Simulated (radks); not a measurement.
Ionisation of the potassium ion K2+, [Ne] 3s2 3p5, to [Ne] 3s2 3p4 as the strength of local exchange is varied. Method: non-relativistic Kohn-Sham, Slater X-alpha exchange (alpha = 2/3 is LDA exchange), no correlation, spin-unpolarised, spherical densities, point nucleus; computed with a radial shooting solver on a logarithmic mesh with Libxc functionals.

| alpha | E(K2+) (hartree) | exchange (hartree) | IE (eV) | -e of the level emptied (eV) | <r> of it (bohr) |
|---|---|---|---|---|---|
| 0.571 | -591.21176 | -25.18314 | 43.369 | 35.816 (3p) | 1.383 |
| 0.667 | -595.45792 | -29.58681 | 45.348 | 37.700 (3p) | 1.362 |
| 0.691 | -596.52327 | -30.69534 | 45.849 | 38.178 (3p) | 1.357 |
| 0.729 | -598.21321 | -32.45675 | 46.649 | 38.942 (3p) | 1.349 |
| 0.738 | -598.61401 | -32.87505 | 46.839 | 39.124 (3p) | 1.347 |
| 0.85 | -603.61979 | -38.11629 | 49.241 | 41.421 (3p) | 1.324 |
| 0.877 | -604.83151 | -39.38972 | 49.829 | 41.984 (3p) | 1.319 |
| 0.888 | -605.32572 | -39.90963 | 50.070 | 42.215 (3p) | 1.317 |

NIST Atomic Spectra Database: 45.803 eV (semi-empirical). The Delta-SCF value meets it near alpha = 0.69. Spin polarisation and multiplet splitting are left out, so open shells lie too high by an amount that depends on their filling.

Beside tabulated values, note that spin-unpolarised runs miss the spin-polarisation part of the exchange energy of open shells.
